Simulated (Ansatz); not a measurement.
Total energies of [Ag(NH3)2]+ (AgN₂H₆⁺) from Ansatz at PBE-D4/def2-TZVP, gas phase (1 Eh = 27.2114 eV = 2625.5 kJ/mol). The reference geometry is relaxed at PBE-D4/def2-TZVP.

```json
{"state": "charge 1 singlet", "geometry": "reference", "energy (Eh)": "-259.87343"}
{"state": "charge 2 doublet", "geometry": "reference", "energy (Eh)": "-259.33222"}
{"state": "charge 0 doublet", "geometry": "reference", "energy (Eh)": "-260.01088"}
```

In the def2 sets Ag takes a core potential; there is no spin–orbit coupling.

(1) Work out the vertical ionisation energy to the doublet.

(2) Work out the vertical electron affinity, to the doublet.

(3) Give the fundamental gap IE − EA, the Mulliken electronegativity (IE + EA)/2 and the hardness (IE − EA)/2.

(1) E(charge 2 doublet) − E(charge 1 singlet) = -259.33222 − (-259.87343) = 0.54121 Eh = 14.73 eV. For comparison, −ε of the highest occupied level is 10.99 eV at this level, 3.74 eV less.

(2) E(charge 1 singlet) − E(charge 0 doublet) = -259.87343 − (-260.01088) = 0.13745 Eh = 3.74 eV.

(3) From the values in Eh: IE − EA = 0.54121 − 0.13745 = 0.40376 Eh = 10.99 eV; (IE + EA)/2 = 9.23 eV; (IE − EA)/2 = 5.49 eV. The HOMO–LUMO gap of the same run is 5.02 eV, 5.97 eV smaller than the fundamental gap.
